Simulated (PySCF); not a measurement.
# XPS shifts beside NMR shieldings

C₅H₁₂O₂Si.
Numbering: `[CH3:1][O:2][SiH:3]([O:4][CH3:5])[CH:6]1[CH2:7][CH2:8]1`

Cartesian coordinates in Å at the PBE0-D3(BJ)/def2-SVP level; atoms count from 1:
```
atom  x, y, z in Å
C1    -1.368   -2.368   -0.342
O2    -0.284   -1.524   -0.072
Si3   -0.396    0.038    0.461
O4    -1.391    0.838   -0.606
C5    -2.017    2.065   -0.386
C6     1.342    0.659    0.476
C7     2.476   -0.300    0.772
C8     2.294    0.221   -0.613
H9    -1.938   -2.610    0.574
H10   -0.988   -3.310   -0.763
H11   -2.065   -1.916   -1.070
H12   -1.049    0.116    1.809
H13   -2.521    2.109    0.599
H14   -1.306    2.910   -0.439
H15   -2.782    2.224   -1.162
H16    1.482    1.681    0.848
H17    2.221   -1.347    0.958
H18    3.313    0.078    1.365
H19    1.916   -0.471   -1.370
H20    3.006    0.960   -0.989
```

Binding energies: PySCF, delta-SCF UKS SCAN, pcX-2 on the ionised atom, pcseg-1 elsewhere, spin-free X2C. Shieldings: GIAO CAM-B3LYP/pcSseg-1, non-relativistic, same geometry.

| atom | C 1s (eV) |
| --- | --- |
| C1 | 292.21 |
| C6 | 290.00 |
| C7 | 290.47 |

Question: What are the absolute isotropic shieldings of these atoms?

Answer: 
```csv
atom,environment,C 1s (eV),isotropic shielding (ppm)
C6,sp3 carbon bound to silicon,290.00,187.8
C7,three-membered-ring carbon,290.47,180.6
C1,methoxy carbon,292.21,130.7
```

Question: Among the listed atoms, is the one with the highest binding energy also the least shielded?

Answer: Yes: C1 has both (292.21 eV, 130.7 ppm).

By binding energy: C6 < C7 < C1. By shielding: C1 < C7 < C6.

Of atoms equivalent by bonding only the ionised one is listed; its partners' own values can differ in this conformer. Geometry: PBE0-D3(BJ)/def2-SVP, one conformer, isolated molecule.
